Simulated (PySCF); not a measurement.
FGa, SMILES [F][Ga] (connectivity only; charge and spin as stated), charge +1, multiplicity 2.

Geometry: PBE0-D3(BJ)/def2-TZVPD. The multiplicity is an assumed one; other spin states were not compared.

All values below come from PySCF with ωB97X/def2-TZVPD.

Gas-phase values at a fixed geometry.

The total energy is -2024.43049 hartree, the point group comes out as C∞v and the α spin, highest occupied and lowest empty level is -18.80 and -6.37 eV. The β spin, highest occupied and lowest empty level comes out as -21.04 and -11.07 eV and the dipole moment about the centre of nuclear charge is 3.76 D. The mean static polarisability comes out as 20.4 bohr³ (3.02 Å³), the polarisability, principal values is 18.2, 18.2, 24.7 bohr³ and the ⟨S²⟩ comes out as 0.754 (pure state 0.75).
